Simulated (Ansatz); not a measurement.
Wavefunction ladder for `O[Si]1(S)CCO1`

Cartesian coordinates in Å:
```
O 0.617 -2.024 -0.723
Si -0.209 -0.766 -0.092
S -1.924 -1.607 0.848
C 0.884 0.518 0.692
C 0.317 1.404 -0.434
O -0.604 0.493 -1.094
H 0.118 -2.750 -1.099
H -2.612 -0.455 0.795
H 0.622 0.846 1.697
H 1.956 0.336 0.632
H -0.237 2.273 -0.072
H 1.073 1.733 -1.150
```

Total charge 0; spin multiplicity 1. Geometry: relaxed with PBE0-D4/def2-TZVP. It is one conformer, not always the lowest. Frozen core, restricted reference, Ansatz. CBS rows extrapolate triple and quadruple zeta; past MP2 they add the triple-zeta difference.

```tsv
basis	HF (Eh)	MP2 corr.	CCSD corr.	(T)	CCSD(T) total
def2-TZVPP	?	?	-1.14386	?	?
def2-QZVPP	?	-1.18779	–	–	–
CBS(def2)	-915.69328	-1.25108	-1.29258	as TZ	-917.03351
```

**Question.** Fill in the withheld values. (An estimate is asked.)

**Answer.** Ansatz gave: def2-TZVPP HF (Eh): -915.65766; def2-TZVPP MP2 corr.: -1.10236; def2-TZVPP (T): -0.04765; def2-TZVPP CCSD(T) total: -916.84917; def2-QZVPP HF (Eh): -915.68897.
